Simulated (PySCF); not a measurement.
C₄H₇FSi.
Numbering: `[F:1][C@H:2]1[CH2:3][CH:4]=[CH:5][SiH2:6]1` (hydrogens: H7 on C2; H8, H9 on C3; H10 on C4; H11 on C5; H12, H13 on Si6)

Method: PBE0-D3(BJ)/def2-SVP geometry optimisation, gas phase (PySCF); density fitting, grid level 1; the optimiser is geomeTRIC in internal coordinates, started from a GFN2-xTB structure with every atom displaced at random (about 0.01 Å).

At the end of the run (lengths in Å): C3–C4 1.507, C4–H10 1.098, Si6–H12 1.498, C4=C5 1.344, C3–H9 1.105, Si6–H13 1.492, F1–C2 1.392, C4–C5–Si6 109.1°, F1–C2–Si6 107.7°, C3–C2–Si6 104.1°, C2–C3–C4 110.4°, F1–C2–C3–C4 93°, C2–C3–C4–C5 16°, C3–C4–C5–Si6 0°, H12–Si6–C2–F1 147°, H12–Si6–C5–C4 105°.

Question: These geometries were met on the way; a selection of coordinates is given. Order them by energy above the end point, lowest first.
A. C3–C4 1.461, C4–H10 1.066, Si6–H12 1.471, C4=C5 1.367, C3–H9 1.128, Si6–H13 1.471, F1–C2 1.408, C4–C5–Si6 111.9°, F1–C2–Si6 110.4°, C3–C2–Si6 106.4°, C2–C3–C4 112.5°, F1–C2–C3–C4 110°, C2–C3–C4–C5 7°, C3–C4–C5–Si6 0°, H12–Si6–C2–F1 133°, H12–Si6–C5–C4 108°
B. C3–C4 1.507, C4–H10 1.097, Si6–H12 1.498, C4=C5 1.344, C3–H9 1.105, Si6–H13 1.492, F1–C2 1.394, C4–C5–Si6 109.1°, F1–C2–Si6 107.0°, C3–C2–Si6 104.1°, C2–C3–C4 110.3°, F1–C2–C3–C4 92°, C2–C3–C4–C5 16°, C3–C4–C5–Si6 0°, H12–Si6–C2–F1 148°, H12–Si6–C5–C4 105°
C. C3–C4 1.508, C4–H10 1.099, Si6–H12 1.492, C4=C5 1.343, C3–H9 1.106, Si6–H13 1.501, F1–C2 1.391, C4–C5–Si6 109.2°, F1–C2–Si6 107.7°, C3–C2–Si6 105.4°, C2–C3–C4 111.0°, F1–C2–C3–C4 107°, C2–C3–C4–C5 11°, C3–C4–C5–Si6 -8°, H12–Si6–C2–F1 127°, H12–Si6–C5–C4 124°
D. C3–C4 1.506, C4–H10 1.098, Si6–H12 1.496, C4=C5 1.344, C3–H9 1.104, Si6–H13 1.494, F1–C2 1.393, C4–C5–Si6 110.0°, F1–C2–Si6 108.2°, C3–C2–Si6 105.3°, C2–C3–C4 111.5°, F1–C2–C3–C4 109°, C2–C3–C4–C5 8°, C3–C4–C5–Si6 -4°, H12–Si6–C2–F1 127°, H12–Si6–C5–C4 120°
E. C3–C4 1.506, C4–H10 1.098, Si6–H12 1.498, C4=C5 1.344, C3–H9 1.104, Si6–H13 1.492, F1–C2 1.389, C4–C5–Si6 109.1°, F1–C2–Si6 109.9°, C3–C2–Si6 104.7°, C2–C3–C4 111.1°, F1–C2–C3–C4 105°, C2–C3–C4–C5 9°, C3–C4–C5–Si6 1°, H12–Si6–C2–F1 138°, H12–Si6–C5–C4 108°

Answer: B (0.001 eV), E (0.011 eV), D (0.030 eV), C (0.065 eV), A (0.159 eV).

```tsv
step	E above end (eV)	rms distance from the end, all atoms (Å)	largest force (eV/Å)	rms shift of all bonds from the end (Å)
11	0.001	0.014	0.074	0.001
8	0.011	0.117	0.082	0.002
2	0.030	0.224	0.226	0.003
1	0.065	0.239	0.693	0.005
0	0.159	0.163	2.885	0.022
```

Rows stand in the order of the answer.
